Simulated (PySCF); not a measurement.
Delta-SCF ions had no search for a lower state. Excitations are Tamm–Dancoff values on a coarser integration grid. The basis has no diffuse functions, so Rydberg states are missing or too high.

C$_{4}$H$_{4}$, SMILES `C1(C=C1)=C` (charge 0, multiplicity 1)

These are CAM-B3LYP-D3(BJ)/def2-TZVP in PySCF values and carry that method's errors.

The HOMO is -7.28 eV and the dipole moment is 2.16 D. The HOMO–LUMO gap is 7.94 eV and the LUMO comes out as 0.65 eV. The S1 excitation (TDA) is 4.72 eV and the S1 oscillator strength is 0.023. The T1 excitation (TDA) comes out as 3.50 eV. The S1–T1 gap (TDA) is 1.21 eV. The vertical ionisation energy (Delta-SCF) is 8.24 eV. The total energy is -154.6707 Ha and the cost is about 90 core-seconds (a rough figure).

```xyz
8

C      1.4653    -0.0015    -0.0528
C      0.1451    -0.0001    -0.0050
C     -1.1173    -0.5950     0.3092
C     -1.1354     0.5977    -0.2272
H      2.0319    -0.8477     0.3070
H      2.0062     0.8427    -0.4544
H     -1.6763    -1.4251     0.7035
H     -1.7196     1.4290    -0.5801
```
